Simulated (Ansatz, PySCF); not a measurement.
Breaking the Mg1–H2 bond in FHMg (SMILES [F][MgH]) (multiplicity 1 held, fragments rigid). Energies count from the point at 1.682 Å.
Geometry at that point (charge 0, multiplicity 1):
```xyz
3

Mg     0.0000     0.0000    -0.6440
H      0.0000     0.0000    -2.3255
F      0.0000     0.0000     1.1170
```

Restricted levels (R-, RO-) in cc, def2 and unpolarised 6-31G sets keep to the state of the molecule at rest. U- levels take the lowest unrestricted solution at each point, which mixes spins at long bonds. Curves can end on different states.

Rows in 3-21G, 6-31G* carry no dispersion term and start afresh at each structure (6-31G* with six Cartesian d functions).

Run with Ansatz (a first-principles code) with Gaussian orbitals; PySCF for 3-21G rows, 6-31G* rows. Each number belongs to the level named beside it.

### Question
One of these levels gives 4.375 eV for the energy at R = 5.381 Å. Which one is it?
(A) R-r2SCAN/def2-TZVPPD
(B) R-HF/3-21G
(C) U-PBE/def2-TZVPPD
(D) U-HF/6-31G*

### Answer
A, R-r2SCAN/def2-TZVPPD. The others give 6.207 (R-HF/3-21G), 2.116 (U-HF/6-31G*), 2.923 (U-PBE/def2-TZVPPD)

Doubts at one or more of the structures used: a restricted determinant that unrestricted orbitals would lower (R-HF/3-21G, R-r2SCAN/def2-TZVPPD); a spin-contaminated determinant (U-HF/6-31G*, U-PBE/def2-TZVPPD).
